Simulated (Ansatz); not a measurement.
Born–Oppenheimer molecular dynamics of H4OSZn (7 atoms, charge 0, multiplicity 1). It starts at the highest image of a converged band. Of that band: Neighbouring images differ by up to 1.2 eV, so the band resolves the path poorly. A vibrational analysis at the climbing image gives one clearly imaginary mode, 1031i cm⁻¹: a first-order saddle point.

These are results of RKS r2SCANh/def2-SVP (Ansatz), not measurements.

```yaml
ensemble: NVE (velocity Verlet)
time_step: 0.5 fs
steps_asked: 200
starting_velocities_drawn_for: 300 K
seed: 11600
```

Frames 0.5 fs apart, positions in Å, forces in eV/Å.

Velocities at 40.0 fs (Å/ps):

```
Zn 2.18 -6.02 0.10
S -1.48 5.16 -3.67
O -2.42 5.39 2.64
H -34.70 86.25 22.09
H -18.98 42.12 38.95
H -0.31 3.33 -7.96
H -2.17 9.22 15.57
```

```xyz
7
Properties=species:S:1:pos:R:3:forces:R:3 time_fs=40.0 energy_less_start_eV=-0.739 T=1443
Zn 0.121 0.287 -0.366 0.49 -1.77 1.04
S 0.733 -1.560 0.936 -0.78 1.04 -0.69
O -0.214 0.842 -1.969 0.03 -0.09 -0.54
H -0.282 1.052 1.877 0.24 -2.49 -0.26
H -0.340 1.746 1.968 -0.27 2.58 0.29
H -0.478 -2.171 0.737 0.43 0.28 0.03
H -0.540 1.627 -2.391 -0.15 0.46 0.13
7
Properties=species:S:1:pos:R:3:forces:R:3 time_fs=40.5 energy_less_start_eV=-0.711 T=1403
Zn 0.122 0.284 -0.366 0.47 -1.74 0.99
S 0.732 -1.558 0.934 -0.77 1.03 -0.67
O -0.215 0.844 -1.967 0.05 -0.14 -0.49
H -0.299 1.092 1.887 0.28 -3.27 -0.41
H -0.350 1.770 1.988 -0.30 3.35 0.44
H -0.478 -2.169 0.733 0.42 0.27 0.03
H -0.541 1.633 -2.383 -0.16 0.51 0.11
7
Properties=species:S:1:pos:R:3:forces:R:3 time_fs=41.0 energy_less_start_eV=-0.731 T=1435
Zn 0.123 0.281 -0.366 0.46 -1.70 0.94
S 0.731 -1.555 0.932 -0.73 1.04 -0.64
O -0.216 0.847 -1.966 0.06 -0.15 -0.47
H -0.315 1.124 1.897 0.25 -3.20 -0.46
H -0.361 1.802 2.008 -0.26 3.26 0.48
H -0.476 -2.166 0.729 0.38 0.26 0.02
H -0.542 1.639 -2.375 -0.16 0.50 0.11
7
Properties=species:S:1:pos:R:3:forces:R:3 time_fs=41.5 energy_less_start_eV=-0.796 T=1531
Zn 0.125 0.278 -0.366 0.44 -1.65 0.89
S 0.730 -1.552 0.930 -0.66 1.05 -0.61
O -0.218 0.850 -1.965 0.04 -0.10 -0.47
H -0.331 1.149 1.906 0.17 -2.32 -0.35
H -0.372 1.842 2.030 -0.18 2.36 0.37
H -0.474 -2.163 0.725 0.33 0.23 0.02
H -0.545 1.647 -2.366 -0.13 0.44 0.15
7
Properties=species:S:1:pos:R:3:forces:R:3 time_fs=42.0 energy_less_start_eV=-0.862 T=1630
Zn 0.126 0.275 -0.366 0.42 -1.60 0.84
S 0.729 -1.549 0.928 -0.58 1.06 -0.57
O -0.219 0.852 -1.964 0.01 -0.01 -0.49
H -0.346 1.168 1.913 0.09 -1.05 -0.14
H -0.383 1.887 2.053 -0.10 1.07 0.15
H -0.471 -2.159 0.721 0.25 0.18 0.01
H -0.547 1.655 -2.357 -0.09 0.33 0.20
7
Properties=species:S:1:pos:R:3:forces:R:3 time_fs=42.5 energy_less_start_eV=-0.893 T=1676
Zn 0.127 0.272 -0.365 0.40 -1.54 0.78
S 0.728 -1.546 0.926 -0.47 1.09 -0.52
O -0.220 0.855 -1.963 -0.04 0.11 -0.51
H -0.361 1.185 1.921 0.03 0.19 0.09
H -0.395 1.935 2.076 -0.03 -0.18 -0.09
H -0.468 -2.155 0.717 0.15 0.13 -0.01
H -0.549 1.665 -2.348 -0.04 0.20 0.26
7
Properties=species:S:1:pos:R:3:forces:R:3 time_fs=43.0 energy_less_start_eV=-0.884 T=1665
Zn 0.128 0.268 -0.365 0.37 -1.48 0.72
S 0.727 -1.543 0.924 -0.35 1.12 -0.48
O -0.221 0.858 -1.962 -0.09 0.24 -0.54
H -0.377 1.202 1.929 0.00 1.16 0.30
H -0.407 1.983 2.099 0.01 -1.17 -0.31
H -0.464 -2.150 0.714 0.04 0.07 -0.03
H -0.552 1.675 -2.338 0.02 0.06 0.33
7
Properties=species:S:1:pos:R:3:forces:R:3 time_fs=43.5 energy_less_start_eV=-0.854 T=1622
Zn 0.129 0.265 -0.365 0.35 -1.42 0.66
S 0.726 -1.540 0.922 -0.23 1.15 -0.43
O -0.222 0.860 -1.961 -0.13 0.36 -0.56
H -0.392 1.222 1.937 -0.01 1.83 0.46
H -0.419 2.028 2.122 0.03 -1.85 -0.48
H -0.459 -2.145 0.710 -0.08 0.01 -0.04
H -0.555 1.685 -2.328 0.07 -0.08 0.38
7
Properties=species:S:1:pos:R:3:forces:R:3 time_fs=44.0 energy_less_start_eV=-0.827 T=1582
Zn 0.131 0.261 -0.365 0.33 -1.35 0.59
S 0.725 -1.537 0.920 -0.11 1.17 -0.38
O -0.224 0.863 -1.960 -0.17 0.45 -0.55
H -0.407 1.246 1.947 -0.02 2.21 0.56
H -0.431 2.069 2.143 0.03 -2.24 -0.59
H -0.456 -2.141 0.706 -0.19 -0.05 -0.06
H -0.557 1.694 -2.316 0.12 -0.19 0.42
7
Properties=species:S:1:pos:R:3:forces:R:3 time_fs=44.5 energy_less_start_eV=-0.821 T=1572
Zn 0.132 0.258 -0.364 0.31 -1.29 0.51
S 0.724 -1.534 0.918 0.01 1.19 -0.33
O -0.225 0.866 -1.960 -0.18 0.51 -0.52
H -0.422 1.275 1.958 -0.01 2.36 0.62
H -0.443 2.104 2.163 0.03 -2.39 -0.64
H -0.452 -2.136 0.702 -0.30 -0.10 -0.08
H -0.559 1.704 -2.303 0.15 -0.27 0.44
7
Properties=species:S:1:pos:R:3:forces:R:3 time_fs=45.0 energy_less_start_eV=-0.842 T=1605
Zn 0.133 0.254 -0.364 0.28 -1.23 0.43
S 0.723 -1.530 0.916 0.11 1.19 -0.28
O -0.226 0.869 -1.959 -0.18 0.53 -0.47
H -0.437 1.310 1.970 0.00 2.28 0.62
H -0.454 2.133 2.181 0.02 -2.32 -0.64
H -0.449 -2.131 0.698 -0.38 -0.15 -0.09
H -0.561 1.712 -2.289 0.16 -0.30 0.44
7
Properties=species:S:1:pos:R:3:forces:R:3 time_fs=45.5 energy_less_start_eV=-0.888 T=1675
Zn 0.134 0.251 -0.364 0.26 -1.17 0.35
S 0.722 -1.527 0.913 0.18 1.18 -0.24
O -0.227 0.872 -1.959 -0.17 0.50 -0.40
H -0.452 1.351 1.984 0.01 1.98 0.56
H -0.466 2.157 2.198 0.01 -2.02 -0.58
H -0.448 -2.127 0.693 -0.44 -0.18 -0.10
H -0.563 1.720 -2.275 0.15 -0.29 0.42
```

Of the whole run (100 fs, mean temperature of the second half 1730 K): The conserved energy stayed within 0.51 meV per atom of its start (net change -0.5 meV per atom), so the integration is sound. The system heated up, since it started high on the potential surface and ran downhill. A run of 0.1 ps of so small a system gives no equilibrium averages. The orbitals stay closed-shell, which can raise the energy where a bond breaks towards radicals; this wasn't checked here.

Run time: 6.9 min on 2 threads of Intel(R) Xeon(R) Platinum 8488C (Sapphire Rapids) (shared host), peak memory 0.23 GiB.
